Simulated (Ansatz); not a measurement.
Start from `[F][AlH][Br]` and change one atom or group to get `[F][AlH][PH2]`.

Ansatz, PBE0-D4/def2-TZVP geometries, multiplicity 1. Each molecule was computed in one conformer, which needn't be the lowest.

Scalar relativity is left out up to krypton.

| property | `[F][AlH][Br]` |
| --- | --- |
| zero-point energy (PBE0-D4/def2-TZVP) / kJ/mol | 27.4 |
| LUMO energy (PBE0/def2-TZVPP) / eV | -1.29 |
| HOMO–LUMO gap (PBE0/def2-TZVPP) / eV | 7.60 |
| HOMO energy (PBE/def2-TZVPP) / eV | -7.59 |
| LUMO energy (B3LYP/def2-TZVPP) / eV | -1.51 |
| LUMO energy (PBE/def2-TZVPP) / eV | -2.04 |

(1) Give the same properties after the change, and the shifts. (An estimate is asked.)

## Answers

(1) Computed: 
| property | `[F][AlH][PH2]` | shift |
| --- | --- | --- |
| zero-point energy (PBE0-D4/def2-TZVP) / kJ/mol | 69.4 | 42.0 |
| LUMO energy (PBE0/def2-TZVPP) / eV | -1.26 | 0.03 |
| HOMO–LUMO gap (PBE0/def2-TZVPP) / eV | 6.35 | -1.25 |
| HOMO energy (PBE/def2-TZVPP) / eV | -6.51 | 1.08 |
| LUMO energy (B3LYP/def2-TZVPP) / eV | -1.46 | 0.05 |
| LUMO energy (PBE/def2-TZVPP) / eV | -2.01 | 0.03 |

The zero-point energy changes by 42.0 kJ/mol with +6 modes.

B3LYP here is the variant with VWN-RPA as its local correlation; programs differ in this.

Spin–orbit coupling is left out; it splits and shifts lone-pair levels of the heavy atoms by tenths of an eV.
